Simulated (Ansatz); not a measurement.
Ansatz (a program for electronic structure) input (MP2/6-31G*):

Ansatz 0.2 input:
```yaml
crystal:
  periodic: [false, false, false]
  atoms:
    - {symbol: C, position_ang: [-1.85426700, 0.16959900, 0.15915300]}
    - {symbol: C, position_ang: [-0.42817500, -0.14043400, -0.20349900]}
    - {symbol: O, position_ang: [-0.07230800, -0.83388000, -1.12113600]}
    - {symbol: O, position_ang: [0.42913400, 0.46702700, 0.64298700]}
    - {symbol: C, position_ang: [1.82311300, 0.23895900, 0.38704500]}
    - {symbol: H, position_ang: [-2.52230600, -0.33652100, -0.53162400]}
    - {symbol: H, position_ang: [-2.02171500, 1.24668600, 0.11879400]}
    - {symbol: H, position_ang: [-2.05722800, -0.15398600, 1.18076000]}
    - {symbol: H, position_ang: [2.09238000, 0.59834500, -0.60548000]}
    - {symbol: H, position_ang: [2.35607600, 0.79512600, 1.15308000]}
    - {symbol: H, position_ang: [2.05416200, -0.82357000, 0.45347300]}
basis:
  gaussian:
    orbitals: 6-31G*
magnetization: {spin_polarized: false}
correlation: {method: mp2, electrons: outside_noble_gas}
relax: {f_tol: 0.003, max_steps: 120}
```

Output:

```
Functional definition: HF
these checks for a lower state are left out or cut short: cluster_reference
integrals: 0.04 GiB planned
972 factors; integrals over basis functions are off by at most 4.0e-4 eV
mean field: 0.23 GiB planned
mean field evaluation 1: about -7257.2332 eV, gradient 4.2e1 eV
mean field evaluation 2: about -7257.3223 eV, gradient 4.2e1 eV
mean field evaluation 4: about -7260.8881 eV, gradient 4.5e0 eV
mean field evaluation 8: about -7260.9560 eV, gradient 4.6e-1 eV
mean field -7260.95766402 eV, -266.8352724987 hartree, gradient 5.8e-6 eV, S^2 0.000000; 0 other end points of the search recorded, 0 dependent functions left out
5 core orbitals not correlated
reference -7260.95766402 eV, -266.8352724987 hartree; 15, 15 occupied and 67, 67 virtual orbitals, 972 factors
densities: 0.18 GiB planned
second order -20.06381685 eV of doubles, -0.00000000 eV of singles
the calculation of the forces begins
relax step   1: F+E_penalty+E_count = -7281.02148086 eV  Δ(F+E_penalty+E_count) = +0.000e0 eV  max|allowed force component| = 1.087e0 eV/Å  Δτ_max = 0.0000 Å  (49 SCF iters, accepted)
these checks for a lower state are left out or cut short: starts, cluster_reference, orbital_swaps, neighbouring_geometries, increment
integrals: 0.04 GiB planned
972 factors; integrals over basis functions are off by at most 4.1e-4 eV
mean field: 0.23 GiB planned
mean field evaluation 16: about -7260.7934 eV, gradient 1.6e0 eV
mean field -7260.91081596 eV, -266.8335508643 hartree, gradient 7.0e-6 eV, S^2 0.000000; 0 other end points of the search recorded, 0 dependent functions left out
5 core orbitals not correlated
reference -7260.91081596 eV, -266.8335508643 hartree; 15, 15 occupied and 67, 67 virtual orbitals, 972 factors
densities: 0.18 GiB planned
second order -20.12664117 eV of doubles, -0.00000000 eV of singles
the calculation of the forces begins
relax step   2: F+E_penalty+E_count = -7281.03745713 eV  Δ(F+E_penalty+E_count) = -1.598e-2 eV  max|allowed force component| = 1.522e-1 eV/Å  Δτ_max = 0.0154 Å  (45 SCF iters, accepted)
these checks for a lower state are left out or cut short: starts, cluster_reference, orbital_swaps, neighbouring_geometries, increment
integrals: 0.04 GiB planned
972 factors; integrals over basis functions are off by at most 4.1e-4 eV
mean field: 0.23 GiB planned
mean field -7260.89474247 eV, -266.8329601747 hartree, gradient 8.4e-6 eV, S^2 0.000000; 0 other end points of the search recorded, 0 dependent functions left out
5 core orbitals not correlated
reference -7260.89474247 eV, -266.8329601747 hartree; 15, 15 occupied and 67, 67 virtual orbitals, 972 factors
densities: 0.18 GiB planned
second order -20.14370117 eV of doubles, -0.00000000 eV of singles
the calculation of the forces begins
mean field evaluation 32: about -7260.8947 eV, gradient 8.4e-6 eV
relax step   3: F+E_penalty+E_count = -7281.03844364 eV  Δ(F+E_penalty+E_count) = -9.865e-4 eV  max|allowed force component| = 4.908e-2 eV/Å  Δτ_max = 0.0072 Å  (36 SCF iters, accepted)
these checks for a lower state are left out or cut short: starts, cluster_reference, orbital_swaps, neighbouring_geometries, increment
integrals: 0.04 GiB planned
972 factors; integrals over basis functions are off by at most 4.1e-4 eV
mean field: 0.23 GiB planned
mean field -7260.89246031 eV, -266.8328763068 hartree, gradient 2.3e-6 eV, S^2 0.000000; 0 other end points of the search recorded, 0 dependent functions left out
5 core orbitals not correlated
reference -7260.89246031 eV, -266.8328763068 hartree; 15, 15 occupied and 67, 67 virtual orbitals, 972 factors
densities: 0.18 GiB planned
second order -20.14605819 eV of doubles, -0.00000000 eV of singles
the calculation of the forces begins
relax step   4: F+E_penalty+E_count = -7281.03851850 eV  Δ(F+E_penalty+E_count) = -7.486e-5 eV  max|allowed force component| = 2.660e-2 eV/Å  Δτ_max = 0.0022 Å  (36 SCF iters, accepted)
these checks for a lower state are left out or cut short: starts, cluster_reference, orbital_swaps, neighbouring_geometries, increment
integrals: 0.04 GiB planned
972 factors; integrals over basis functions are off by at most 4.1e-4 eV
mean field: 0.23 GiB planned
mean field -7260.89221283 eV, -266.8328672121 hartree, gradient 1.7e-6 eV, S^2 0.000000; 0 other end points of the search recorded, 0 dependent functions left out
5 core orbitals not correlated
reference -7260.89221283 eV, -266.8328672121 hartree; 15, 15 occupied and 67, 67 virtual orbitals, 972 factors
densities: 0.18 GiB planned
second order -20.14630823 eV of doubles, -0.00000000 eV of singles
the calculation of the forces begins
relax step   5: F+E_penalty+E_count = -7281.03852107 eV  Δ(F+E_penalty+E_count) = -2.564e-6 eV  max|allowed force component| = 1.457e-2 eV/Å  Δτ_max = 0.0019 Å  (36 SCF iters, accepted)
these checks for a lower state are left out or cut short: starts, cluster_reference, orbital_swaps, neighbouring_geometries, increment
integrals: 0.04 GiB planned
972 factors; integrals over basis functions are off by at most 4.1e-4 eV
mean field: 0.23 GiB planned
mean field -7260.89277342 eV, -266.8328878134 hartree, gradient 1.4e-6 eV, S^2 0.000000; 0 other end points of the search recorded, 0 dependent functions left out
5 core orbitals not correlated
reference -7260.89277342 eV, -266.8328878134 hartree; 15, 15 occupied and 67, 67 virtual orbitals, 972 factors
densities: 0.18 GiB planned
second order -20.14575790 eV of doubles, -0.00000000 eV of singles
the calculation of the forces begins
relax step   6: F+E_penalty+E_count = -7281.03853132 eV  Δ(F+E_penalty+E_count) = -1.026e-5 eV  max|allowed force component| = 8.441e-4 eV/Å  Δτ_max = 0.0010 Å  (36 SCF iters, accepted)
these checks for a lower state are left out or cut short: cluster_reference
integrals: 0.04 GiB planned
972 factors; integrals over basis functions are off by at most 4.1e-4 eV
mean field: 0.23 GiB planned
mean field evaluation 64: about -7260.8879 eV, gradient 4.8e-1 eV
mean field -7260.89277342 eV, -266.8328878134 hartree, gradient 1.4e-6 eV, S^2 0.000000; 1 other end points of the search recorded, 0 dependent functions left out
5 core orbitals not correlated
reference -7260.89277342 eV, -266.8328878134 hartree; 15, 15 occupied and 67, 67 virtual orbitals, 972 factors
densities: 0.18 GiB planned
second order -20.14575790 eV of doubles, -0.00000000 eV of singles
the calculation of the forces begins
Total energy: -7281.03853132 eV, -267.5732307610 hartree
Atom 0 at    -1.852893     0.170846     0.160709 Å, force     0.000844     0.000051    -0.000094 eV/Å
Atom 1 at    -0.424653    -0.136862    -0.198409 Å, force    -0.000753    -0.000001    -0.000088 eV/Å
Atom 2 at    -0.052689    -0.837392    -1.124516 Å, force     0.000275     0.000092     0.000451 eV/Å
Atom 3 at     0.425772     0.480977     0.661239 Å, force    -0.000158    -0.000209    -0.000618 eV/Å
Atom 4 at     1.819192     0.237446     0.384758 Å, force     0.000440    -0.000074    -0.000056 eV/Å
Atom 5 at    -2.515727    -0.339668    -0.536531 Å, force    -0.000078     0.000174     0.000090 eV/Å
Atom 6 at    -2.021430     1.249373     0.117721 Å, force     0.000043    -0.000106     0.000207 eV/Å
Atom 7 at    -2.057330    -0.156864     1.182537 Å, force    -0.000025    -0.000085    -0.000094 eV/Å
Atom 8 at     2.078201     0.596420    -0.612426 Å, force    -0.000158    -0.000046     0.000288 eV/Å
Atom 9 at     2.360583     0.792114     1.148590 Å, force    -0.000290    -0.000086    -0.000125 eV/Å
Atom 10 at     2.039840    -0.829039     0.449880 Å, force    -0.000141     0.000290     0.000039 eV/Å
Dipole moment:     0.025321     0.204930     0.274958 e Å
Checks for a lower state left out: cluster_reference
```

The geometry given is a B3LYP-D3(BJ)/def2-TZVP minimum.
